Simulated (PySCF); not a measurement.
Input for PySCF: R-B3LYP/6-311+G** on CH4O2 (a complex), monomers drawn apart or pushed together.

```python
from pyscf import gto, scf, dft, mp
from pyscf.data.elements import chemcore

mol = gto.M(
    atom='''
    O     0.27470414   -0.11455422    0.53960396
    H    -0.46269598   -0.44100008    1.07826482
    H    -0.04261553   -0.11150345   -0.36776118
    C    -0.27837945   -0.30801185    3.40212361
    O    -1.15731467   -0.73210942    2.69672898
    H     0.64181793    0.12947026    2.97955095
    H    -0.36088969   -0.34117296    4.50320723
    ''',
    basis='6-311+g**',
    charge=0, spin=0, verbose=3, max_memory=1800)
mf = dft.RKS(mol, xc='b3lyp')
mf.conv_tol = 1e-8
mf.max_cycle = 100
mf.kernel()
if not mf.converged:
    mf = mf.newton().run(mf.mo_coeff, mf.mo_occ)
```

Question: Give the final energy of this run.

Answer: -191.0064 hartree.
